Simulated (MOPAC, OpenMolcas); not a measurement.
How methods differ on CH6GeO (SMILES C[O][GeH3])

The species is CH6GeO (9 atoms), meant as a singlet with charge 0. SMILES: `C[O][GeH3]`. The shape is that of a PBE0-D4/def2-TZVP optimisation.

Quantity: the HOMO–LUMO gap, in eV. The values are calculated.

```tsv
level	kind	program	value (eV)	CPU time
PM7	semi-empirical	MOPAC	9.58	under 2 s
HF/cc-pVDZ	Hartree–Fock	OpenMolcas	15.38	6.2 s
SVWN5/cc-pVDZ	LDA	OpenMolcas	5.46	19 s
revPBE/cc-pVDZ	GGA	OpenMolcas	5.76	27 s
M06-L/cc-pVDZ	meta-GGA	OpenMolcas	6.62	37 s
TPSS/cc-pVDZ	meta-GGA	OpenMolcas	6.03	35 s
BHLYP/cc-pVDZ	global hybrid	OpenMolcas	10.57	23 s
B2PLYP/cc-pVDZ	double hybrid	OpenMolcas	10.85	17 s
```

All-electron rows without a relativistic Hamiltonian named are non-relativistic. The values span 5.46 to 15.38 eV. Orbital gaps aren't excitation energies, and those of double hybrids come from the SCF part alone; they tend to grow with the share of exact exchange. CPU times are rough (shared hosts, several kinds of processor): they show what a rung costs within a factor of a few.
